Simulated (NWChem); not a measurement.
System: C₃H₅F; SMILES CC(F)=C

NWChem input:

```
start job
memory heap 200 mb stack 900 mb global 1100 mb
geometry units angstroms noautoz
  C     -1.063545    -0.977506     0.000000
  C     -0.056970    -0.089990     0.000000
  C     -0.137888     1.400678     0.000000
  F      1.225359    -0.529701     0.000000
  H     -2.105078    -0.631446     0.000000
  H     -0.857390    -2.056758     0.000000
  H      0.376567     1.816342     0.891758
  H     -1.187949     1.745199     0.000000
  H      0.376567     1.816342    -0.891758
end
basis spherical
  * library aug-cc-pvdz
end
dft
  xc b3lyp
  iterations 150
  mulliken
end
task dft energy
```

Coordinates come from a PBE-D3(BJ)/def2-SVP optimisation. B3LYP is NWChem's, with the RPA form of VWN correlation.

Task: Predict the main results of this run. (B3LYP/aug-cc-pVDZ.) Quantities: basis functions; energy (Ha); highest occupied level (eV); orbital gap (eV); dipole (D).

Result: 
```
Property                       Value
---------------------------  -------
number of basis functions        137
energy (Ha)                  -217.18
highest occupied level (eV)    -7.09
orbital gap (eV)                6.77
dipole (D)                      1.61
```
